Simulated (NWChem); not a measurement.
CH₄F₂Si; SMILES FC[SiH2]F

```xyz
8

F      0.6326    -1.8055     0.2430
C     -0.1953    -1.0510    -0.5589
Si    -0.4574     0.6726     0.1632
F      0.9149     1.5353     0.0407
H      0.2361    -0.9879    -1.5749
H     -1.1731    -1.5604    -0.6580
H     -0.8203     0.5793     1.6020
H     -1.5119     1.3660    -0.6299
```
Atoms are numbered in this order, from 1.

Program: NWChem. Pople sets run with spherical d functions. Structure relaxed at the PBE0/def2-SVP level. Solvent water, SMD (1 M gas to 1 M solution), gas-phase geometry. Reactions with the solvent are ignored.

### Question
Taking M06-2X/6-311++G** as the yardstick, which of these has the fewest basis functions while keeping “solvation free energy (kcal/mol)” within 0.3 kcal/mol of it: M06-2X/6-311G**; M06-2X/STO-3G; M06-2X/3-21G; M06-2X/6-31+G*; M06-2X/6-31G*?

### Answer
none of them.
| level | basis functions | solvation free energy (kcal/mol) | relative time (rough) |
|---|---|---|---|
| M06-2X/STO-3G | 28 | 2.2 | 1 |
| M06-2X/3-21G | 48 | -1.5 | 1 |
| M06-2X/6-31G* | 68 | -0.5 | 2 |
| M06-2X/6-31+G* | 84 | -1.6 | 3 |
| M06-2X/6-311G** | 104 | -1.5 | 4 |
| M06-2X/6-311++G** | 124 | -2.1 | 7 |

The yardstick is one finite set, not the basis-set limit.
